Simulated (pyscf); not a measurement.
Single points on ωB97X-D3(BJ)/def2-SVP structures (PySCF, gas phase).

Task: How much does it cost (ΔH, 298 K, ωB97M-D3(BJ)/def2-TZVP) to split O=Cr(=O)(Cl)–O–SiH₃ (SMILES [O]=[Cr](=[O])([Cl])[O][SiH3]) at its Cr–O bond into [O=Cr(=O)–Cl]• + •O–SiH₃?

Result: Cr–O to [O=Cr(=O)–Cl]• + •O–SiH₃: 312.1 kJ/mol. The 7 functionals that were run give +277.1 (M06-2X) to +373.4 kJ/mol (PBE). The radicals are drawn with the spin at the cut bond; how far it spreads was not checked. •O–SiH₃ lies 104.0 kJ/mol over its isomer HO–SiH₂• (electronic energy, ωB97M-D3(BJ)/def2-TZVP). Other isomers of [O=Cr(=O)–Cl]• were not searched in full and may lie lower. Open-shell species with a d-block atom are single-reference here; other states, and whether the spin sits on metal or ligand, were not checked.
